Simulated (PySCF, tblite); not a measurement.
Isomers of C4H4Cl2F (doublet state), one GFN2-xTB conformer each. Single-point energies are computed at B3LYP/pcH-1 (PySCF, gas phase, no added dispersion term), electronic only. GFN2-xTB treats the open shell by occupation alone, and not every SCF solution was tested for stability.

```
                  SMILES  GFN2-xTB relative energy (kJ/mol)
F[C@@]1(Cl)[CH][C@H]1CCl                               33.9
      F[C@]1(Cl)C[C]1CCl                                0.0
```

Conformers: `[F:1][C@@:2]1([Cl:3])[CH:4][C@H:5]1[CH2:6][Cl:7]` (doublet state) with C4–C5–C6–Cl7 -87°; `[F:1][C@:2]1([Cl:3])[CH2:4][C:5]1[CH2:6][Cl:7]` (doublet state) with C4–C5–C6–Cl7 41°.

Question: What does B3LYP/pcH-1 give for the same structures?

Answer: 
| SMILES | B3LYP/pcH-1 E (Eh) | B3LYP/pcH-1 (kJ/mol) | GFN2-xTB (kJ/mol) | point group |
| --- | --- | --- | --- | --- |
| F[C@]1(Cl)C[C]1CCl | -1174.98215 | 0.0 | 0.0 | C1 |
| F[C@@]1(Cl)[CH][C@H]1CCl | -1174.97620 | 15.6 | 33.9 | C1 |

Both levels put the same isomer lowest. Neighbours under 21 kJ/mol apart (F[C@]1(Cl)C[C]1CCl and F[C@@]1(Cl)[CH][C@H]1CCl) can change places with a better method, another conformer or zero-point energy.

Question: What happens when harmonic zero-point energies from GFN2-xTB frequencies are added?

Answer: 
```tsv
SMILES	ZPE (kJ/mol)	electronic (kJ/mol)	with ZPE (kJ/mol)
F[C@]1(Cl)C[C]1CCl	175.9	0.0	0.0
F[C@@]1(Cl)[CH][C@H]1CCl	175.2	15.6	14.9
```

The zero-point energies span 0.7 kJ/mol. The order is unchanged.

Question: As an exercise, what shares would exp(−E/RT) give at 1000 K from these electronic energies alone (no entropy, no degeneracies)?

Answer: RT = 8.314 kJ/mol: F[C@]1(Cl)C[C]1CCl 86.7 %, F[C@@]1(Cl)[CH][C@H]1CCl 13.3 %.
